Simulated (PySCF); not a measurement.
C₂H₆BNS₂.
Atom-mapped SMILES: `[NH2:1][B:2]1[S:3][CH2:4][CH2:5][S:6]1` (hydrogens: H7, H8 on N1; H9, H10 on C4; H11, H12 on C5)

A GFN2-xTB structure with every atom displaced at random (by about 0.01 Å) was refined with PySCF 2.14.0, PBE0-D3(BJ)/def2-SVP geometry optimisation, gas phase. Values at the start:

```csv
coordinate,start
N1–B2,1.411 Å
N1–H7,1.020 Å
B2–S3,1.821 Å
S3–C4,1.788 Å
C4–C5,1.505 Å
C4–H9,1.070 Å
N1–B2–S3,122.3°
B2–S3–C4,94.1°
S3–B2–S6,114.4°
S3–C4–C5,111.5°
S3–C4–C5–S6,46°
C4–C5–S6–B2,-33°
```

Q: How do these coordinates change at the PBE0-D3(BJ)/def2-SVP level?

A: 
```tsv
coordinate	PBE0-D3(BJ)/def2-SVP (Å or °)	change
S3–C4	1.826	+0.038
C4–H9	1.101	+0.031
N1–B2	1.398	-0.013
N1–H7	1.010	-0.010
C4–C5	1.515	+0.010
B2–S3	1.825	+0.004
S3–C4–C5	109.3	-2.2
N1–B2–S3	123.0	+0.7
S3–B2–S6	113.9	-0.5
B2–S3–C4	94.4	+0.3
C4–C5–S6–B2	-35	-2
S3–C4–C5–S6	48	+2
```

The energy falls by 0.099 eV over 7 energy and gradient evaluations, the largest force component goes from 0.0383 to 2.2e-04 Eh/bohr, and the atoms move by 0.030 Å rms after alignment. The bond that changes most is S3–C4 (ends: sulfur bonded to B and C; sp3 carbon bound to sulfur), which lengthens by 0.038 Å. Bonds longer at the end by more than 0.005 Å: 5 of 12; shorter: 5. Rotational constants go from 2919, 2652, 1439 to 2919, 2633, 1437 MHz.

The run used 122 basis functions and 46 SCF cycles in all. The run took 45 s on Arm Neoverse V1, one thread, shared host with 32 logical CPUs at a one-minute load of 30, and the process peaked at 0.52 GiB of memory.

No PBE0-D3(BJ)/def2-SVP frequencies stand behind this structure, so it isn't proved a minimum. The numbers are those of one conformer.

Shape of the structure used: `[NH2:1][B:2]1[S:3][CH2:4][CH2:5][S:6]1`: H–N1–B2–S3 -173°, H–N1–B2–S3 6°.
